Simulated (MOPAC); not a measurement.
Input for MOPAC: AM1 on H3InO2 (SMILES [OH][InH][OH]), a point of a torsion scan.

```
AM1 1SCF PRECISE CHARGE=0 THREADS=1
H3InO2

O     -1.80238244 1    -0.34132068 1     0.35783369 1
In     0.04476396 1    -0.01014909 1     0.81370556 1
O      0.22366852 1     1.27061077 1     2.24775281 1
H     -2.01117899 1    -0.57869423 1    -0.54449907 1
H      1.35026751 1    -0.77922170 1     0.07229981 1
H      1.10028312 1     1.44932375 1     2.58525771 1
```

Program output:

```
*******************************************************************************
 **                                                                           **
 **                              MOPAC v23.2.5                                **
 **                                                                           **
 *******************************************************************************
 ** MOPAC's Digital Object Identifier: https://doi.org/10.5281/zenodo.6511958 **
 **                                                                           **
 ** Please cite the open-source release paper for use of this MOPAC version:  **
 ** J. E. Moussa and J. J. P. Stewart (2026)                                  **
 ** MOPAC: An open-source semiempirical molecular orbital program             **
 ** J. Open Source Softw., 11(119), 8025, https://doi.org/10.21105/joss.08025 **
 *******************************************************************************

                              AM1 CALCULATION RESULTS

 *******************************************************************************
 *  AM1        - The AM1 Hamiltonian to be used
 *
 *
 *
 *                 CHARGE ON SYSTEM = 0
 *
 *
 *
 *  PRECISE    - TIGHTER CRITERIA TO BE USED
 *  1SCF       - DO 1 SCF AND THEN STOP
 *  THREADS=1  - MULTI-THREADING NOT USED
 *  T=         - A TIME OF 172800.0 SECONDS REQUESTED
 *  DUMP=N     - RESTART FILE WRITTEN EVERY 7200.0 SECONDS REQUESTED
 *******************************************************************************
AM1 1SCF PRECISE CHARGE=0 THREADS=1
 H3InO2

   ATOM   CHEMICAL          X               Y               Z
  NUMBER   SYMBOL      (ANGSTROMS)     (ANGSTROMS)     (ANGSTROMS)

     1       O         -1.80238244  *  -0.34132068  *   0.35783369  *
     2      In          0.04476396  *  -0.01014909  *   0.81370556  *
     3       O          0.22366852  *   1.27061077  *   2.24775281  *
     4       H         -2.01117899  *  -0.57869423  *  -0.54449907  *
     5       H          1.35026751  *  -0.77922170  *   0.07229981  *
     6       H          1.10028312  *   1.44932375  *   2.58525771  *



          CARTESIAN COORDINATES

    NO.       ATOM           X           Y           Z

     1         O         -1.8024     -0.3413      0.3578
     2        In          0.0448     -0.0101      0.8137
     3         O          0.2237      1.2706      2.2478
     4         H         -2.0112     -0.5787     -0.5445
     5         H          1.3503     -0.7792      0.0723
     6         H          1.1003      1.4493      2.5853

  H: (AM1): M.J.S. DEWAR ET AL, J. AM. CHEM. SOC. 107 3902-3909 (1985)
  O: (AM1): M.J.S. DEWAR ET AL, J. AM. CHEM. SOC. 107 3902-3909 (1985)
 In: (AM1): J. J. P. STEWART, J. MOL. MOD., 10, 155-164 (2004)

           Empirical Formula: H3 O2 In  =     6 atoms



      MOLECULAR POINT GROUP   :   C1


      RHF CALCULATION, NO. OF DOUBLY OCCUPIED LEVELS = 9


 -------------------------------------------------------------------------------
 AM1 1SCF PRECISE CHARGE=0 THREADS=1
 H3InO2



     1SCF WAS SPECIFIED, SO BFGS WAS NOT USED
     SCF FIELD WAS ACHIEVED


                              AM1 CALCULATION
                                                       MOPAC v23.2.5 Linux




          FINAL HEAT OF FORMATION =          0.56266 KCAL/MOL =       2.35416 KJ/MOL


          COSMO AREA              =         95.27 SQUARE ANGSTROMS
          COSMO VOLUME            =         76.27 CUBIC ANGSTROMS

          IONIZATION POTENTIAL    =         10.721287 EV
          HOMO LUMO ENERGIES (EV) =        -10.721 -1.039
          NO. OF FILLED LEVELS    =          9
          MOLECULAR WEIGHT        =        149.8425         POINT GROUP:  C1

          MOLECULAR DIMENSIONS (Angstroms)

            Atom       Atom       Distance
            H     6    H     4     4.85690
            H     5    O     3     2.80075
            O     1    H     4     0.36423


          SCF CALCULATIONS        =          1





   ATOM   CHEMICAL          X               Y               Z
  NUMBER   SYMBOL      (ANGSTROMS)     (ANGSTROMS)     (ANGSTROMS)

     1       O         -1.80238244  *  -0.34132068  *   0.35783369  *
     2      In          0.04476396  *  -0.01014909  *   0.81370556  *
     3       O          0.22366852  *   1.27061077  *   2.24775281  *
     4       H         -2.01117899  *  -0.57869423  *  -0.54449907  *
     5       H          1.35026751  *  -0.77922170  *   0.07229981  *
     6       H          1.10028312  *   1.44932375  *   2.58525771  *

                             CARTESIAN COORDINATES

   1    O       -1.802382440    -0.341320680     0.357833690
   2   In        0.044763960    -0.010149090     0.813705560
   3    O        0.223668520     1.270610770     2.247752810
   4    H       -2.011178990    -0.578694230    -0.544499070
   5    H        1.350267510    -0.779221700     0.072299810
   6    H        1.100283120     1.449323750     2.585257710


           Empirical Formula: H3 O2 In  =     6 atoms



      MOLECULAR POINT GROUP   :   C1


                  EIGENVALUES
 -35.02784 -34.77605 -17.50679 -15.85851 -15.63621 -12.30931 -11.99921 -11.34368
 -10.72129  -1.03896  -0.40716   0.97706   1.60045   6.17934   6.53293


              NET ATOMIC CHARGES AND DIPOLE CONTRIBUTIONS

  ATOM NO.   TYPE          CHARGE      No. of ELECS.   s-Pop       p-Pop
    1          O          -0.570071        6.5701     1.83172     4.73836
    2         In           0.706350        2.2937     1.16086     1.13279
    3          O          -0.567949        6.5679     1.83266     4.73529
    4          H           0.209217        0.7908     0.79078
    5          H           0.015584        0.9844     0.98442
    6          H           0.206869        0.7931     0.79313
 DIPOLE           X         Y         Z       TOTAL
 POINT-CHG.     3.650    -1.766    -2.324     4.674
 HYBRID        -0.816     0.575     0.453     1.096
 SUM            2.835    -1.191    -1.871     3.599


          ATOMIC ORBITAL ELECTRON POPULATIONS

     Atom    s        px        py        pz
    1  O   1.83172   1.58981   1.83604   1.31251
    2 In   1.16086   0.44160   0.34046   0.35073
    3  O   1.83266   1.35129   1.71093   1.67306
    4  H   0.79078
    5  H   0.98442
    6  H   0.79313

 **********************
 *                    *
 * JOB ENDED NORMALLY *
 *                    *
 **********************




 == MOPAC DONE ==
```

The run finished.

Cost: very roughly 0.020 core-seconds.
